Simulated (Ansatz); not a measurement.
Born–Oppenheimer molecular dynamics of ClH5OSn (8 atoms, charge 0, multiplicity 1). It starts at the highest image of a converged band. Of that band: Neighbouring images differ by up to 1.3 eV, so the band resolves the path poorly. A vibrational analysis at the climbing image gives one clearly imaginary mode, 1349i cm⁻¹: a first-order saddle point.

These are results of RKS PBE0/def2-SVP in Ansatz 0.2.0, not measurements.

- ensemble: NVE (velocity Verlet)
- time step: 0.5 fs
- steps asked: 200
- starting velocities drawn for: 300 K
- seed: 11089

First frame:

```xyz
8
Properties=species:S:1:pos:R:3
Sn -0.009 0.110 -0.040
O 0.322 0.101 2.095
H -0.387 -0.113 2.719
H 1.506 -0.139 -0.780
Cl -1.389 1.558 -1.312
H -1.033 -1.264 0.039
H 0.607 1.864 0.878
H 0.507 1.279 1.675
```

Q: What does the run give?

A: The run went to its last step.

| Item | Value |
| --- | --- |
| steps done | 200 |
| time covered | 100 fs |
| mean temperature over the second half | 1603 K |
| spread of the potential energy over the second half | 14.8 meV per atom |
| mean potential energy of the second half above the start | -126.3 meV per atom |

The conserved energy stayed within 0.17 meV per atom of its start (net change 0.12 meV per atom), so the integration is sound. The system heated up, since it started high on the potential surface and ran downhill. A run of 0.1 ps of so small a system gives no equilibrium averages. The orbitals stay closed-shell, which can raise the energy where a bond breaks towards radicals; this wasn't checked here.

Q: What happens to the structure?

A: The step under study would form Sn1–H7, O2–H8 and break Sn1–O2, H7–H8. These pairs go: Sn1–H7 2.07 → 1.83 Å, O2–H8 1.26 → 0.97 Å, Sn1–O2 2.16 → 4.69 Å, H7–H8 0.99 → 5.76 Å. In the last frame they stand as after the step (other bonds may differ from the relaxed reactants and products). It ends as ClH3Sn + H2O. Pairs count as bonded within 1.25 times the sum of covalent radii (0.12 Å more for H–H). The details hang on the random start.

Q: How do temperature and energy run in time?

A: 
| time (fs) | T (K) | potential energy less start (eV) | conserved less start (meV/atom) |
| --- | --- | --- | --- |
| 0.0 | 300 | 0.000 | 0.00 |
| 8.0 | 291 | 0.008 | 0.07 |
| 16.0 | 700 | -0.310 | 0.04 |
| 24.0 | 1362 | -0.823 | -0.02 |
| 32.0 | 1731 | -1.110 | -0.04 |
| 40.0 | 1762 | -1.134 | -0.03 |
| 48.0 | 1542 | -0.963 | 0.08 |
| 56.0 | 1472 | -0.909 | -0.01 |
| 64.0 | 1642 | -1.041 | 0.00 |
| 72.0 | 1807 | -1.169 | 0.05 |
| 80.0 | 1463 | -0.901 | 0.12 |
| 88.0 | 1384 | -0.840 | 0.11 |
| 96.0 | 1636 | -1.036 | -0.03 |

The run took 3.4 min on 2 threads of Intel(R) Xeon(R) 6975P-C (Granite Rapids), with other jobs on the host, peak memory 0.21 GiB.
